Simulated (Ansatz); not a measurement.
CH5GeS, SMILES `[CH3][GeH2][S]` radical. Total charge 0; spin multiplicity 2. The structure was optimised at the PBE0-D4/def2-TZVP level.

```xyz
8

C     0.457    0.968   -0.151
Ge   -0.432   -0.718    0.250
S     0.204   -2.328   -1.134
H     0.253    1.256   -1.182
H     1.534    0.862   -0.021
H     0.096    1.751    0.519
H    -1.955   -0.624    0.021
H    -0.156   -1.168    1.697
```

**Question.** What is the dipole moment at ωB97M-V/def2-TZVPP? (Estimate.)

**Answer.** Ansatz gave: 1.88 D, with components (-0.07, 1.71, 0.78) D in this frame, pointing from negative to positive charge.

**Question.** And with PBE, r2SCAN, B3LYP? (An estimate is asked.)

**Answer.** Computed: PBE 1.98 D, r2SCAN 1.99 D, B3LYP 1.93 D.

**Question.** Give the Mulliken charges with ωB97M-V, B3LYP, PBE in def2-TZVPP. (An estimate is asked.)

**Answer.** Ansatz gave: 
```json
{"atom": "C1", "ωB97M-V": "-0.43", "B3LYP": "-0.36", "PBE": "-0.35"}
{"atom": "Ge2", "ωB97M-V": "0.22", "B3LYP": "0.30", "PBE": "0.28"}
{"atom": "S3", "ωB97M-V": "-0.23", "B3LYP": "-0.26", "PBE": "-0.26"}
{"atom": "H4", "ωB97M-V": "0.13", "B3LYP": "0.11", "PBE": "0.12"}
{"atom": "H5", "ωB97M-V": "0.13", "B3LYP": "0.11", "PBE": "0.11"}
{"atom": "H6", "ωB97M-V": "0.13", "B3LYP": "0.11", "PBE": "0.11"}
{"atom": "H7", "ωB97M-V": "0.02", "B3LYP": "0.00", "PBE": "0.00"}
{"atom": "H8", "ωB97M-V": "0.02", "B3LYP": "-0.01", "PBE": "-0.01"}
```

B3LYP here is the variant with VWN-RPA as its local correlation; programs differ in this.
